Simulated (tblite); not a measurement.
C7H6O3P2.
Z-matrix (Å and degrees, GFN2-xTB geometry), rows numbered from 1:
```
C 
O   1  1.4219
C   2  1.3332  1  115.55
O   3  1.2011  2  125.53  1     9.02
C   3  1.5110  2  110.66  1  -177.62
C   5  1.3768  3  115.67  2   -92.50
P   6  1.7410  5  128.15  3  -178.69
C   7  1.7303  6  102.91  5     0.60
P   8  1.7263  7  131.90  6     0.17
C   5  1.3990  3  117.38  2    89.29
C  10  1.4598  5  118.38  3    -1.79
O  11  1.2060 10  125.51  5    -1.07
H   1  1.0921  2  110.35  3   -54.74
H   1  1.0916  2  109.37  3    65.37
H   1  1.0869  2  106.23  3  -174.98
H   6  1.0841  5  116.92  3     1.09
H   8  1.0869  7  114.23  6   179.76
H  11  1.1096 10  113.32  5   179.12
```

Computed values, GFN2-xTB/tblite, gas phase, harmonic and unscaled. The method is semi-empirical: single wavenumbers can be off by several per cent or more. One conformer, not necessarily the lowest.

Harmonic wavenumbers (cm⁻¹): 29.0, 74.1, 85.8, 99.1, 129.3, 158.2, 179.8, 200.6, 243.5, 260.3, 279.8, 309.2, 334.4, 387.6, 454.1, 493.8, 657.3, 675.6, 708.2, 747.9, 756.4, 770.5, 817.6, 895.2, 910.6, 931.4, 986.2, 1040.9, 1120.8, 1127.4, 1151.5, 1172.8, 1197.4, 1245.0, 1361.7, 1382.4, 1414.5, 1438.0, 1452.9, 1459.1, 1726.6, 1768.4, 2738.8, 2977.7, 2991.0, 2999.1, 3034.9, 3043.4.

A = 1253, B = 546.8, C = 416.6 MHz; mass 199.979 u (most abundant isotopes); point group C1, symmetry number 1.

Q: Zero-point energy?

A: Half the sum of the wavenumbers: 25210 cm⁻¹ = 72.08 kcal/mol.

Q: Entropy at 273.15 K, 1 bar (ideal gas, RRHO, classical rotation)?

A: Translation 41.37, rotation 31.14, vibration 36.91: S = 109.4 cal/(mol K).

Q: And Cp and H(273.15 K) − H(0)?

A: Cp = 42.99 cal/(mol K), of which vibrations give 35.05 (their classical limit is 48 R = 95.4); H(273.15 K) − H(0) = 7.37 kcal/mol without the zero-point energy, 5.20 from vibrations.

Q: Blend soft modes into free rotors: weight 1/[1 + (100 cm⁻¹/ν̃)⁴] for the oscillator and the rest for a rotor with moment μB/(μ + B), μ = h/(8π²ν), B = 10⁻⁴⁴ kg m². What vibrational entropy results?

A: 33.83 cal/(mol K) in place of 36.91, which changes −T·S at 273.15 K by +0.84 kcal/mol.

Q: How do the functions run with temperature in this model?

A: 
```
 T (K)  S (cal/(mol K))  Cp (cal/(mol K))  H − H(0) (kcal/mol)  G − H(0) (kcal/mol)  ln q(vib)
   150             87.9              29.9                 2.87               -10.31       4.51
   250            105.7              40.6                 6.40               -20.03       8.17
298.15            113.3              45.5                 8.48               -25.30       9.86
   400            128.0              55.1                13.62               -37.60      13.29
   600            153.2              69.0                26.13               -65.81      19.55
   900            183.8              81.3                48.86              -116.54      27.90
```

q(vib) and H(0) count from the zero-point level.

Q: Which modes carry the vibrational entropy at 273.15 K?

A: 29.0 cm⁻¹: 5.72; 74.1 cm⁻¹: 3.87; 85.8 cm⁻¹: 3.58; 99.1 cm⁻¹: 3.30; 129.3 cm⁻¹: 2.79; 158.2 cm⁻¹: 2.41 cal/(mol K); the other 42 give 15.24 together.

Hindered rotation and anharmonicity are outside this model. Other conformers, if any are populated, would add a mixing term that is left out. The structure is chiral; the term R ln 2 for an equal mix with its mirror image is left out.
